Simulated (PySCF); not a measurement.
C3H7FOSi, SMILES C/C(=C\F)[SiH2]O.

Coordinates come from a PBE0-D3(BJ)/def2-SVP optimisation. The structure was generated by enumeration; whether it is a known compound was not checked. Other conformers were not sampled.

Two levels are set side by side: TDA-PBE/def2-SVPD (PySCF) and TDA-PBE0/def2-SVPD (PySCF). Vertical, same geometry. The lowest singlet is HOMO→LUMO+1 84 %, HOMO→LUMO 16 % with PBE and HOMO→LUMO 70 %, HOMO→LUMO+1 29 % with the other functional; states are paired by order. Differences are taken from unrounded values.

```json
[
 {"quantity": "lowest singlet excitation (eV)", "TDA-PBE": "5.35"},
 {"quantity": "lowest triplet excitation (TDA) (eV)", "TDA-PBE": "4.32"},
 {"quantity": "first bright state (f over 0.05) (eV)", "TDA-PBE": "6.80"},
 {"quantity": "its oscillator strength", "TDA-PBE": "0.12"}
]
```

Q: These are the TDA-PBE values. What does TDA-PBE0 give? (Estimate from the structure and the level; the computed values follow.)

A: 
| quantity | TDA-PBE0 | TDA-PBE minus TDA-PBE0 |
|---|---|---|
| lowest singlet excitation (eV) | 6.18 | -0.83 |
| lowest triplet excitation (TDA) (eV) | 4.24 | 0.07 |
| first bright state (f over 0.05) (eV) | 7.39 | -0.59 |
| its oscillator strength | 0.39 | -0.27 |

Functionals without exact exchange tend to place singlet excitations lower, as here. Differences between two approximate levels are no errors against the true value.

Rough cost on one machine, each run with all the roots and properties that it gave: TDA-PBE0 against TDA-PBE about 2 times.
